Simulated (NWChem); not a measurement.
System: C2H3AuFN; SMILES [Au]([F])<-[C-]#[N+]C

NWChem input:

```
start job
memory heap 200 mb stack 900 mb global 1100 mb
geometry units angstroms noautoz
  Au    -0.170365     0.368093    -0.386141
  F     -0.753499     1.634819    -1.718181
  C      1.186326    -2.553620     2.695034
  N      0.756277    -1.634051     1.722510
  C      0.401592    -0.870066     0.917078
  H      1.131223    -2.096144     3.693552
  H      2.225469    -2.852575     2.494641
  H      0.546276    -3.447661     2.675432
end
basis spherical
  Au library def2-svp
  F library def2-svp
  C library def2-svp
  N library def2-svp
  H library def2-svp
end
ecp
  Au library def2-ecp
end
dft
  xc xpbe96 cpbe96
  iterations 150
  mulliken
end
task dft energy
```

NWChem printed, in part:

```
             Northwest Computational Chemistry Package (NWChem) 7.3.0
             --------------------------------------------------------

 C1  symmetry detected

                             Geometry "geometry" -> ""
                             -------------------------

 Output coordinates in angstroms (scale by  1.889725989 to convert to a.u.)

  No.       Tag          Charge          X              Y              Z
 ---- ---------------- ---------- -------------- -------------- --------------
    1 Au                  79.0000    -0.00028742     0.51426255    -0.00032428
    2 F                    9.0000     0.00194072     2.44272282     0.00225294
    3 C                    6.0000     0.00165750    -3.94338780     0.00216649
    4 N                    7.0000    -0.00061254    -2.53756548    -0.00109681
    5 C                    6.0000    -0.00115922    -1.37214937    -0.00157992
    6 H                    1.0000    -0.45816333    -4.31663909     0.92877704
    7 H                    1.0000     1.03412906    -4.31666977    -0.06117911
    8 H                    1.0000    -0.56942817    -4.32175695    -0.85809830

 Effective nuclear repulsion energy (a.u.)     586.6363915454

 Summary of "ao basis" -> "ao basis" (spherical)
 ------------------------------------------------------------------------------
       Tag                 Description            Shells   Functions and Types
 ---------------- ------------------------------  ------  ---------------------
 Au                         def2-svp                12       32   6s3p2d1f
 F                          def2-svp                 6       14   3s2p1d
 C                          def2-svp                 6       14   3s2p1d
 N                          def2-svp                 6       14   3s2p1d
 H                          def2-svp                 3        5   2s1p

            General Information
            -------------------
          SCF calculation type: DFT
          Wavefunction type:  closed shell.
          No. of atoms     :     8
          No. of electrons :    50
           Alpha electrons :    25
            Beta electrons :    25
          Charge           :     0
          Spin multiplicity:     1
          Use of symmetry is: off; symmetry adaption is: off
          Maximum number of iterations: 150
          AO basis - number of functions:   103
                     number of shells:    45
          Convergence on energy requested:  1.00D-06
          Convergence on density requested:  1.00D-05
          Convergence on gradient requested:  5.00D-04

              XC Information
              --------------
          PerdewBurkeErnzerhof Exchange Functional  1.000
            Perdew 1991 LDA Correlation Functional  1.000 local
           PerdewBurkeErnz. Correlation Functional  1.000 non-local

             Grid Information
             ----------------
          Grid used for XC integration:  medium
          Radial quadrature: Mura-Knowles
          Angular quadrature: Lebedev.
          Tag              B.-S. Rad. Rad. Pts. Rad. Cut. Ang. Pts.
          ---              ---------- --------- --------- ---------
          Au                  1.35      123          12.0       590
          F                   0.50       49          12.0       434
          C                   0.70       49          13.0       434
          N                   0.65       49          10.0       434
          H                   0.35       45          14.0       434
          Grid pruning is: on
          Number of quadrature shells:   454
          Spatial weights used:  Erf1

      Superposition of Atomic Density Guess
      -------------------------------------

 Sum of atomic energies:        -382.72824368

      Non-variational initial energy
      ------------------------------

 Total energy =    -366.762481
 1-e energy   =    -955.058559
 2-e energy   =     385.662120
 HOMO         =      -0.382640
 LUMO         =       0.011166

     ---------------------------------------------
      Total Density - Mulliken Population Analysis
     ---------------------------------------------

    Atom       Charge   Shell Charges
 -----------   ------   -------------------------------------------------------
    1 Au  19    18.75   0.07 -0.47  1.81  0.62  0.70  0.30  5.59  0.46  0.05  8.61  1.01  0.02
    2 F    9     9.76   1.99  1.15  0.82  3.57  2.23  0.00
    3 C    6     5.95   1.99  0.92  0.18  1.92  0.90  0.04
    4 N    7     7.12   1.99  1.02  0.41  2.35  1.32  0.03
    5 C    6     5.74   1.99  0.98  0.39  1.56  0.76  0.06
    6 H    1     0.89   0.67  0.20  0.02
    7 H    1     0.89   0.67  0.20  0.02
    8 H    1     0.89   0.67  0.20  0.02

   convergence    iter        energy       DeltaE   RMS-Dens  Diis-err
 ---------------- ----- ----------------- --------- --------- ---------
 d= 0,ls=0.0,diis     1   -367.7889850133 -5.70D+02  4.90D-02  1.24D+00
 d= 0,ls=0.0,diis     2   -358.8109117142  8.98D+00  4.35D-02  5.43D+01
 d= 0,ls=0.0,diis     3   -367.8449152825 -9.03D+00  1.03D-02  1.06D+00
 d= 0,ls=0.0,diis     4   -367.9206875512 -7.58D-02  5.97D-03  4.00D-01
 d= 0,ls=0.0,diis     5   -367.9572896987 -3.66D-02  1.77D-03  6.74D-02
  Resetting Diis
 d= 0,ls=0.0,diis     6   -367.9630721518 -5.78D-03  7.93D-04  1.92D-02
 d= 0,ls=0.0,diis     7   -367.9647941440 -1.72D-03  1.10D-03  2.65D-03
 d= 0,ls=0.0,diis     8   -367.9628004311  1.99D-03  8.58D-04  1.97D-02
 d= 0,ls=0.0,diis     9   -367.9650123069 -2.21D-03  1.68D-04  7.74D-04
 d= 0,ls=0.0,diis    10   -367.9650971320 -8.48D-05  2.95D-05  1.52D-05
 d= 0,ls=0.0,diis    11   -367.9650989648 -1.83D-06  5.37D-06  5.82D-07
 d= 0,ls=0.0,diis    12   -367.9650990069 -4.21D-08  2.88D-06  1.14D-07

         Total DFT energy =     -367.965099006922
      One electron energy =     -958.547411395758
           Coulomb energy =      429.773259733843
    Exchange-Corr. energy =      -41.824906270447
 Nuclear repulsion energy =      202.633958925440

 Numeric. integr. density =       50.000013278038

                       DFT Final Molecular Orbital Analysis
                       ------------------------------------

 Vector   23  Occ=2.000000D+00  E=-2.422683D-01
              MO Center=  1.0D-04,  7.8D-01,  9.8D-05, r^2= 2.0D+00
   Bfn.  Coefficient  Atom+Function         Bfn.  Coefficient  Atom+Function
  ----- ------------  ---------------      ----- ------------  ---------------
     5      0.603894  1 Au s                 20      0.499348  1 Au d  2
     3     -0.417892  1 Au s                 18      0.288302  1 Au d  0
     2      0.265305  1 Au s                 37      0.259452  2 F  py
     6      0.219024  1 Au s                 40     -0.177641  2 F  py
     4     -0.117996  1 Au s                  1     -0.103935  1 Au s

 Vector   24  Occ=2.000000D+00  E=-2.280567D-01
              MO Center=  3.1D-03,  1.6D+00, -2.5D-03, r^2= 2.8D+00
   Bfn.  Coefficient  Atom+Function         Bfn.  Coefficient  Atom+Function
  ----- ------------  ---------------      ----- ------------  ---------------
    36      0.511448  2 F  px                16      0.419073  1 Au d -2
    39     -0.364516  2 F  px                38      0.232611  2 F  pz
    17      0.190597  1 Au d -1              41     -0.165785  2 F  pz
    64     -0.143655  4 N  px                67      0.136765  4 N  px
    13     -0.096599  1 Au px                66     -0.065333  4 N  pz

 Vector   25  Occ=2.000000D+00  E=-2.280558D-01
              MO Center= -9.9D-04,  1.6D+00,  5.0D-03, r^2= 2.8D+00
   Bfn.  Coefficient  Atom+Function         Bfn.  Coefficient  Atom+Function
  ----- ------------  ---------------      ----- ------------  ---------------
    38      0.511444  2 F  pz                17      0.419081  1 Au d -1
    41     -0.364514  2 F  pz                36     -0.232610  2 F  px
    16     -0.190603  1 Au d -2              39      0.165785  2 F  px
    66     -0.143660  4 N  pz                69      0.136769  4 N  pz
    15     -0.096597  1 Au pz                64      0.065341  4 N  px

 Vector   26  Occ=0.000000D+00  E=-6.425067D-02
              MO Center=  3.3D-02, -1.3D+00,  3.3D-02, r^2= 4.2D+00
   Bfn.  Coefficient  Atom+Function         Bfn.  Coefficient  Atom+Function
  ----- ------------  ---------------      ----- ------------  ---------------
    81      0.403359  5 C  px                78      0.396662  5 C  px
    67     -0.349448  4 N  px                64      0.324072  4 N  px
    95      0.310598  7 H  s                 16      0.277361  1 Au d -2
    90     -0.275885  6 H  s                 13      0.264409  1 Au px
    83     -0.211981  5 C  pz                80     -0.208458  5 C  pz

 Vector   27  Occ=0.000000D+00  E=-6.424608D-02
              MO Center= -3.4D-02, -1.3D+00, -3.4D-02, r^2= 4.2D+00
   Bfn.  Coefficient  Atom+Function         Bfn.  Coefficient  Atom+Function
  ----- ------------  ---------------      ----- ------------  ---------------
    83      0.403386  5 C  pz                80      0.396693  5 C  pz
    69     -0.349463  4 N  pz               100     -0.337349  8 H  s
    66      0.324064  4 N  pz                17      0.277365  1 Au d -1
    15      0.264397  1 Au pz                81      0.212010  5 C  px
    78      0.208496  5 C  px                90      0.200264  6 H  s

 Vector   28  Occ=0.000000D+00  E= 6.229743D-03
              MO Center=  7.9D-04, -3.8D+00,  1.1D-03, r^2= 6.2D+00
   Bfn.  Coefficient  Atom+Function         Bfn.  Coefficient  Atom+Function
  ----- ------------  ---------------      ----- ------------  ---------------
    49      2.086901  3 C  s                 90     -1.031544  6 H  s
    95     -1.031663  7 H  s                100     -1.033470  8 H  s
     6     -0.593527  1 Au s                 82      0.437923  5 C  py
    54     -0.391725  3 C  py                14      0.368161  1 Au py
    48      0.353727  3 C  s                 77      0.257190  5 C  s

     ---------------------------------------------
      Total Density - Mulliken Population Analysis
     ---------------------------------------------

    Atom       Charge   Shell Charges
 -----------   ------   -------------------------------------------------------
    1 Au  19    18.77   0.07 -0.49  1.91  0.53  0.84  0.28  5.67  0.41  0.16  8.14  1.23  0.02
    2 F    9     9.38   1.99  1.12  0.83  3.30  2.12  0.00
    3 C    6     5.92   1.98  0.91  0.09  2.14  0.76  0.04
    4 N    7     7.04   1.99  1.00  0.38  2.49  1.16  0.02
    5 C    6     6.14   1.99  1.02  0.39  1.90  0.78  0.07
    6 H    1     0.92   0.73  0.17  0.02
    7 H    1     0.92   0.73  0.17  0.02
    8 H    1     0.92   0.73  0.17  0.02

     -------------------------------------------
      Total Density - Lowdin Population Analysis
     -------------------------------------------

    Atom       Charge   Shell Charges
 -----------   ------   -------------------------------------------------------
    1 Au  19    19.00   0.00  0.02  1.06  0.89  0.62  0.42  4.97  1.16  0.29  7.75  1.78  0.03
    2 F    9     9.28   1.98  1.03  0.80  3.19  2.27  0.00
    3 C    6     5.98   1.96  0.57  0.30  1.89  1.16  0.10
    4 N    7     6.93   1.97  0.73  0.38  2.29  1.51  0.05
    5 C    6     5.99   1.97  0.69  0.41  1.74  1.04  0.15
    6 H    1     0.94   0.63  0.25  0.07
    7 H    1     0.94   0.63  0.25  0.07
    8 H    1     0.94   0.63  0.25  0.07

     Multipole analysis of the density
     ---------------------------------

     L   x y z        total         alpha         beta         nuclear
     -   - - -        -----         -----         ----         -------
     0   0 0 0     -0.000000    -25.000000    -25.000000     50.000000

     1   1 0 0      0.000157     -0.016216     -0.016216      0.032588
     1   0 1 0     -3.353591     27.477664     27.477664    -58.308919
     1   0 0 1      0.000548     -0.018110     -0.018110      0.036768

     2   2 0 0    -33.917232    -19.821981    -19.821981      5.726729
     2   1 1 0     -0.013276      0.000991      0.000991     -0.015259
     2   1 0 1     -0.000247      0.000046      0.000046     -0.000339
     2   0 2 0    -23.993152   -483.992677   -483.992677    943.992202
     2   0 1 1     -0.017804      0.007206      0.007206     -0.032217
     2   0 0 2    -33.918363    -19.821036    -19.821036      5.723708
```

Level: PBE/def2-SVP with def2 effective core potentials on Au. Geometry: optimised at PBE0/def2-SVP. No frequency run checked for a minimum. def2 effective core potentials on Au; no spin-orbit coupling.
